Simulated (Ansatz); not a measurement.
A run for Ansatz (a first-principles code): U-CCSD(T)/cc-pVDZ on OH (SMILES [OH]).

Ansatz 0.2 input:
```yaml
crystal:
  periodic: [false, false, false]
  atoms:
    - {symbol: O, position_ang: [-0.00000000, 0.00000000, -0.48834743]}
    - {symbol: H, position_ang: [0.00000000, -0.00000000, 0.48834743]}
basis:
  gaussian:
    orbitals: cc-pVDZ
magnetization: {spin_polarized: true, initial_magnetization: 1}
correlation: {method: ccsd_t, electrons: outside_noble_gas}
scf: {omitted_lower_state_checks: [cluster_reference]}
```

The log:

```
WARN ansatz: RAYON_NUM_THREADS=1 ignored (pool sized by the plan → 1); use --threads N
Functional definition: HF
these checks for a lower state are left out or cut short: cluster_reference
integrals: 0.00 GiB planned
175 factors; integrals over basis functions are off by at most 1.2e-3 eV
mean field: 0.04 GiB planned
mean field evaluation 1: about -2051.1190 eV, gradient 1.1e1 eV
mean field evaluation 2: about -2051.1192 eV, gradient 1.1e1 eV
mean field evaluation 4: about -2051.5605 eV, gradient 9.7e-1 eV
mean field evaluation 8: about -2051.5654 eV, gradient 3.0e-4 eV
mean field evaluation 16: about -2051.5654 eV, gradient 2.0e-5 eV
mean field -2051.56536148 eV, -75.3936364335 hartree, gradient 8.2e-7 eV, S^2 0.754690; 2 other end points of the search recorded, 0 dependent functions left out
1 core orbitals not correlated
reference -2051.56536148 eV, -75.3936364335 hartree; 4, 3 occupied and 14, 15 virtual orbitals, 175 factors
second order -4.06016472 eV of doubles, -0.00000000 eV of singles
coupled cluster: 0.05 GiB planned
cycle   1  -4.35656455 eV  change   -3.0e-1 eV  update   2.9e-2
cycle   2  -4.45242819 eV  change   -9.6e-2 eV  update   1.0e-2
cycle   3  -4.46126123 eV  change   -8.8e-3 eV  update   3.2e-3
cycle   4  -4.46125735 eV  change    3.9e-6 eV  update   1.4e-3
cycle   5  -4.46162302 eV  change   -3.7e-4 eV  update   5.9e-4
cycle   6  -4.46176617 eV  change   -1.4e-4 eV  update   1.8e-4
cycle   7  -4.46174143 eV  change    2.5e-5 eV  update   5.4e-5
cycle   8  -4.46173992 eV  change    1.5e-6 eV  update   1.5e-5
cycle   9  -4.46173889 eV  change    1.0e-6 eV  update   3.4e-6
perturbative correction -0.04747549 eV, -0.0017446920 hartree
Total energy: -2056.07457586 eV, -75.5593470053 hartree
Checks for a lower state left out: cluster_reference
```

Self-consistency was reached.

Cost: about 0.4 core-seconds (a rough figure).
